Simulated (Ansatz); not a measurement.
Task: Name a neutral molecule of Al, B, C, S and H with size of the dipole moment (B3LYP/def2-TZVPP) between 0.85 and 1.15 D and zero-point energy (PBE0-D4/def2-TZVP) between 157 and 173 kJ/mol (Ansatz, PBE0-D4/def2-TZVP geometry).

Result: `[CH3][AlH][BH]S` (0.92 D, 168.9 kJ/mol). Other molecules can fit too; these were computed, each in one conformer that needn't be the lowest.

B3LYP here is the variant with VWN-RPA as its local correlation; programs differ in this.
